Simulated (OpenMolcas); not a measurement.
## What dynamic correlation does to the levels of neutral titanium

```
Program             : OpenMolcas
Basis               : ANO-RCC-VDZP [5s4p2d1f]
Scalar Hamiltonian  : DKH2, point nucleus
Active space        : 4 electrons in 9 orbitals (RAS2 3d 4s; RAS3 4p, at most 2 electrons)
State averaging     : 2S+1 = 3 even, 55 roots; 2S+1 = 5 even, 10 roots kept (CI in the orbitals of an earlier block); 2S+1 = 1 even, 50 roots kept (CI in the orbitals of an earlier block, 42 in the spin-orbit step); 2S+1 = 3 odd, 84 roots (57 in the spin-orbit step); 2S+1 = 5 odd, 30 roots kept (CI in the orbitals of an earlier block); 2S+1 = 1 odd, 27 roots kept (CI in the orbitals of an earlier block, 22 in the spin-orbit step)
Spin-orbit coupling : RASSI with atomic mean-field integrals over the reference wave functions, term energies averaged over their components
```

Methods on the same reference wave functions:
A. RASSCF
B. SS-RASPT2, IPEA 0.25 Eh, imaginary shift 0.1 Eh (closed shells correlated: 3s 3p)
C. MS-RASPT2, IPEA 0.25 Eh, imaginary shift 0.1 Eh (closed shells correlated: 3s 3p)

Energies in cm⁻¹ above 3d² 4s² ³F₂, the measured ground level; measured values from NIST Handbook of Basic Atomic Spectroscopic Data.

| Level | A | B | C | Measured |
| --- | --- | --- | --- | --- |
| 3d² 4s² ³F₂ | 0.0 | 0.0 | 0.0 | 0.0 |
| 3d² 4s² ³F₃ | 143 | 143 | 144 | 170 |
| 3d² 4s² ³F₄ | 330 | 330 | 330 | 387 |
| 3d³ 4s ⁵F₁ | 5220 | 9500 | 9510 | 6557 |
| 3d³ 4s ⁵F₂ | 5267 | 9550 | 9560 | 6599 |
| 3d³ 4s ⁵F₃ | 5338 | 9620 | 9630 | 6661 |
| 3d³ 4s ⁵F₄ | 5431 | 9710 | 9720 | 6743 |
| 3d³ 4s ⁵F₅ | 5547 | 9830 | 9840 | 6843 |
| 3d² 4s² ¹D₂ | 8167 | 7610 | 7440 | 7255 |
| 3d² 4s² ³P₀ | 9557 | 9300 | 8870 | 8437 |
| 3d² 4s² ³P₁ | 9601 | 9340 | 8920 | 8492 |
| 3d² 4s² ³P₂ | 9703 | 9440 | 9020 | 8602 |
| 3d² 4s 4p ⁵G°₂ | 9858 | 20120 | 20120 | 15877 |
| 3d² 4s 4p ⁵G°₃ | 9956 | 20210 | 20220 | 15976 |
| 3d² 4s 4p ⁵G°₄ | 10086 | 20340 | 20350 | 16106 |
| 3d² 4s 4p ⁵G°₅ | 10247 | 20510 | 20510 | 16267 |
| 3d² 4s 4p ⁵G°₆ | 10439 | 20700 | 20710 | 16459 |
| 3d³ 4s ³F₂(1) | 10823 | 15040 | 15040 | 11532 |
| 3d³ 4s ³F₃(1) | 10940 | 15150 | 15160 | 11640 |
| 3d³ 4s ³F₄(1) | 11092 | 15310 | 15310 | 11777 |
| 3d² 4s 4p ⁵F°₁ | 11617 | 21260 | 21260 | 16817 |
| 3d² 4s 4p ⁵F°₂ | 11676 | 21310 | 21320 | 16875 |
| 3d² 4s 4p ⁵F°₃ | 11765 | 21400 | 21410 | 16961 |
| 3d² 4s 4p ⁵F°₄ | 11883 | 21520 | 21530 | 17075 |

Deviations, from unrounded energies. A percentage is the sum of absolute deviations over the sum of measured energies, with the sign that they share, or ± where signs differ.

```csv
Against measurement,Levels,A,B,C
mean absolute deviation (cm-1),23,2800,2900,2900
fine structure of the ground term (%),2,-15.2,-15.1,-14.9
other terms of the ground configuration (%),4,+12.9,+8.8,+4.5
other configurations (%),17,-27.5,+29.7,+29.7
```

A, C lie about equally close to measurement and B furthest from it. The largest miss of A in the table is 3d² 4s 4p ⁵G°₄, by -6000 cm-1. The ranking rests on the paired levels alone, and a cruder setting can come out closer through cancelling errors.

Between B and C the level of the table that moves most is 3d² 4s² ³P₀, by 430 cm-1 (lowest in C, highest in B). Moves below CASPT2's spread within the term are not significant.

The mean deviations of B to C differ by less than CASPT2's widest spread within a term (2200 cm-1), so their order carries little weight.

From A to B the spin-free energies of the other terms of 3d² 4s² shown, above ³F, scale by factors of 0.93 to 0.97.

The lowest spin-free term lies below A's lowest term by 0.305 hartree in B, 0.305 hartree in C.

CASPT2 breaks the degeneracy within a term, and the mean is taken; among the terms shown or strongly mixed into the levels shown the widest spread is 2200 cm-1 (3d² 4s² ³F, C). Some high roots are left out of the spin-orbit mixing, which shifts the levels that they would mix with. Terms from blocks run as CI alone lack orbitals of their own. A single d shell beside an s shell can misplace configurations of different d count against each other. No level of 3d³ 4p was computed, though it lies in the active space. Without dynamic correlation excited terms often stand tens of per cent too high (terms of higher spin than the ground term too low), and those without a measured partner can miss by more than the paired ones (holds for A). The CASPT2 spread within a term exceeds the gap to the next term for 3d² 4s² ³P and 3d³ 4s ⁵F, so the order of their levels is uncertain, and so are names and mixing where such terms share a J (holds for B; C). Computed and measured levels are paired by configuration, term and J; levels that our copy of the source lacks, or whose pairing is in doubt (as where it misses far off the trend of its configuration), stay unpaired and out of the deviations. Levels of configurations outside the active space are missing. The table leaves out levels that lie high or whose names do not pair safely across all columns.

A number in round brackets counts repeated terms of one configuration in the order of the reference energies. ° marks odd parity.
